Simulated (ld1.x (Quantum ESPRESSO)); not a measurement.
# Varying the ultrasoft potential for europium

Base potential:

Eu (Z = 63), ultrasoft, made with ld1.x (Quantum ESPRESSO) 7.5 (PBEsol, scalar-relativistic). Core [Kr] 4d10, reference 4f6 5s2 5p6 5d1 6s2 6p0. Waves: 5s (bound): rcut 1.75, rcutus 1.95 bohr; 6s (bound): rcut 1.75, rcutus 1.95 bohr; 5p (bound): rcut 2.25, rcutus 3.10 bohr; 6p (bound, empty): rcut 2.25, rcutus 3.10 bohr; 5d (bound): rcut 2.75, rcutus 3.15 bohr; 5d channel at 0.8 Ry: rcut 2.75, rcutus 3.15 bohr; 4f (bound): rcut 0.90, rcutus 1.15 bohr; 4f channel at 0.6 Ry: rcut 0.90, rcutus 1.15 bohr. Local part: all-electron potential smoothed inside 1.10 bohr (lloc = -2). Core correction: Bessel-smoothed model core inside 1.05 bohr. Augmentation charge: PSQ, radius 0.70 bohr.

Cutoffs, loose and tight: the cutoffs (Ry, on a coarse ladder) from which the occupation-weighted sum of valence levels, in a spherical-Bessel basis at the reference potential, stays within 10 and 1 mRy of its value at 400 Ry. They do not see the model core or the augmentation charge, which bear on the density cutoff. Test errors are all-electron minus pseudo excitation energies from the reference, over the configurations 4f7 5s2 5p6 5d0 6s2 6p0; 4f7 5s2 5p6 5d0 6s1 6p0; 4f7 5s2 5p6 5d0 6s0 6p0; 4f6 5s2 5p6 5d0 6s2 6p0; 4f7 5s2 5p6 5d0 6s1 6p1; 4f7 5s2 5p6 5d0 6s0 6p1; 4f6 5s2 5p6 5d0 6s0 6p0. A dash means not determined; rows that change the core or the reference have their own tests.

Cutoffs are not given where the Bessel-basis levels miss the radial ones by over 6 mRy, ghosts where they miss by over 20 mRy; a channel whose overlap is not positive is not tested.

A file whose overlap is not positive is unfit for use, and its test errors describe a broken file.

```tsv
change	outcome	cutoff, loose	cutoff, tight	bound ghosts	largest test error (meV)
base	generated, overlap not positive	–	–	not determined (overlap not positive)	test run stopped at test 1 of 7 (negative rho)
type TM; waves now 5s (bound): rc 1.95 bohr; 5p (bound): rc 3.10 bohr; 5d (bound): rc 3.15 bohr; 4f (bound): rc 1.15 bohr; local potential all-electron potential smoothed inside 2.70 bohr (lloc = -1)	failed: run_pseudo: Errors in PS-KS equation	–	–	–	–
all radii but the core radius scaled by about 0.85 (s 1.66, p 2.62, d 2.66, f 0.98 bohr, rcut 1.48/1.90/2.32/0.76); local potential all-electron potential smoothed inside 0.94 bohr (lloc = -2); augmentation PSQ, radius 0.60 bohr	failed: find_q: too many iterations	–	–	–	–
core correction Bessel-smoothed model core inside 1.24 bohr	generated, overlap not positive	–	–	not determined (overlap not positive)	test run stopped at test 1 of 7 (negative rho)
local potential all-electron potential smoothed inside 2.10 bohr (lloc = -1)	generated, overlap not positive	–	–	not determined (overlap not positive)	test run stopped at test 1 of 7 (negative rho)
reference 4f7 5s2 5p6 5d0 6s2 6p0	generated, overlap not positive	–	–	not determined (overlap not positive)	-14 over the solved tests; test run stopped at test 3 of 7 (negative rho)
fully relativistic	generated, overlap not positive	–	–	not determined (overlap not positive)	test run stopped at test 1 of 7 (negative rho)
wave 4f channel at 0.6 Ry: rcut 0.90, rcutus 1.15 bohr becomes 4f channel at 2.11 Ry: rcut 0.90, rcutus 1.15 bohr	generated, overlap not positive	–	–	not determined (overlap not positive)	test run stopped at test 1 of 7 (negative rho)
functional BP86	generated, overlap not positive	–	–	not determined (overlap not positive)	test run stopped at test 1 of 7 (negative rho)
waves 5s (bound): rcut 1.22, rcutus 1.30 bohr; 6s (bound): rcut 1.22, rcutus 1.30 bohr	generated, overlap not positive	–	–	not determined (overlap not positive)	test run stopped at test 1 of 7 (negative rho)
augmentation PSQ, radius 0.80 bohr	failed: chargeps: negative rho	–	–	–	–
waves 5p (bound): rcut 2.25, rcutus 2.92 bohr; 6p (bound): rcut 2.25, rcutus 2.92 bohr	generated, overlap not positive	–	–	not determined (overlap not positive)	test run stopped at test 1 of 7 (negative rho)
```

Q: What comes out with this change to the base: local potential all-electron potential smoothed inside 3.52 bohr (lloc = -2)?

A: outcome: generated; cutoff, loose: 140 Ry; cutoff, tight: 230 Ry; bound ghosts: none; largest test error (meV): test run stopped at test 1 of 7 (negative rho).
